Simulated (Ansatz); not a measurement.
Molecule: C$_{2}$H$_{11}$N$_{3}$Si (charge 0, singlet). 
Structure (B3LYP-D3(BJ)/def2-TZVP (Ansatz, an electronic-structure program) minimum search):
```
Si
N 1 1.7183
H 2 1.0066 1 120.63
H 2 1.0066 3 112.24 1 -152.41
N 1 1.7257 2 103.82 3 40.79
H 5 1.0076 1 120.38 2 -158.96
H 5 1.0083 6 110.98 1 148.85
N 1 1.7264 2 103.14 3 168.02
H 8 1.0076 1 120.56 2 164.07
H 8 1.0082 9 111.01 1 -148.88
C 1 1.8783 2 118.63 3 -75.61
H 11 1.0943 1 107.87 2 68.72
H 11 1.0969 12 105.68 1 -116.40
C 11 1.5337 12 109.98 13 -118.45
H 14 1.0913 11 111.34 12 178.58
H 14 1.0924 15 107.13 11 -121.42
H 14 1.0924 15 107.86 16 -115.48
```
Charge 0, spin multiplicity 1.

Parts of the frozen-core correlation energy in cc-pVTZ (Ansatz, hartree). Frozen orbitals: 10; correlated occupied orbitals by spin: 19 and 19; virtual: 309 and 309. Spin-orbit coupling is left out. Non-relativistic.

```json
[
 {"term": "reference (HF)", "value": "-534.64757"},
 {"term": "MP2 opposite-spin", "value": "-0.86343"},
 {"term": "MP2 same-spin", "value": "-0.26213"},
 {"term": "CCSD correlation", "value": "-1.17798"},
 {"term": "(T)", "value": "-0.04530"},
 {"term": "T1 diagnostic", "value": "0.009"},
 {"term": "largest doubles amplitude", "value": "0.015"}
]
```
